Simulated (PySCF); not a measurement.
**Sc (scandium, neutral) across methods**

[Ar] 3d1 4s2, 2D determinant. All numbers are calculated (PySCF 2.14, the non-relativistic Hamiltonian (point nucleus), in aug-cc-pVTZ (8s7p5d3f2g, 93 functions)).

| method | E (hartree) | mean ε 3d α (eV) | mean ε 4s α (eV) | mean ε 4s β (eV) | Σ⟨r²⟩ (bohr²) | ⟨S²⟩ |
| --- | --- | --- | --- | --- | --- | --- |
| PBE0 | -760.433 | -5.261 | -4.770 | -4.568 | 50.03 | 0.872 |
| LDA | -758.673 | -3.600 | -4.275 | -4.051 | 49.15 | 0.970 |
| r2SCANh | -760.578 | -4.362 | -4.439 | -4.210 | 49.29 | 1.166 |
| PW91 | -760.634 | -3.544 | -4.135 | -3.917 | 49.12 | 1.136 |
| B3LYP | -760.645 | -5.022 | -4.645 | -4.487 | 49.95 | 0.821 |
| wB97X | -760.620 | -7.703 | -6.424 | -6.320 | 50.13 | 0.751 |
| UHF | -759.73965 | -9.565 | -5.883 | -5.567 | 53.11 | 0.762 |
| PBE | -760.394 | -3.529 | -4.112 | -3.906 | 49.27 | 1.101 |

⟨S²⟩ = 0.87 against 0.75 shows spin contamination.
